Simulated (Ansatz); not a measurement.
Gas-phase electronic energies from Ansatz, PBE0-D4/def2-TZVP geometries. CCSD(T)/CBS adds triple-zeta CCSD(T) − MP2 to the extrapolated MP2 energy (def2 sets, frozen cores). Functionals use def2-TZVPP. Elements past krypton have def2 core potentials. For Se, Te outer-core shells are correlated without core-valence functions, which leaves a few kJ/mol of doubt a bond. Scalar relativity is left out up to krypton.

Consider the ligand exchange at a P–Se bond: `P[SeH]` + H₂Te → `P[TeH]` + H₂Se.

```json
{"level": "BLYP", "ΔE (kJ/mol)": "-14.1"}
{"level": "RPA@PBE/def2-TZVPP", "ΔE (kJ/mol)": "-12.4"}
```

Task: What does CCSD(T)/CBS give? (Estimate.)

Result: Computed: -17.4 kJ/mol. The listed levels differ from it by 3.3, 5.0 kJ/mol.

Task: What do rigid-rotor, harmonic-oscillator terms from PBE0-D4/def2-TZVP frequencies (298.15 K, 1 bar) make of the CCSD(T)/CBS value? (An estimate is asked.)

Result: Computed: ΔZPE = +1.0 kJ/mol, ΔH = -16.0 kJ/mol, ΔS = 1 J/(mol·K), ΔG = -16.3 kJ/mol.

Largest T1 diagnostic among the species: 0.011.

Leaving LDA and LC-ωPBE aside and taking each functional with its dispersion term where it has one, the values, not all of them listed here, spread over 2.7 kJ/mol, from PBE-D4 to ωB97X-V.
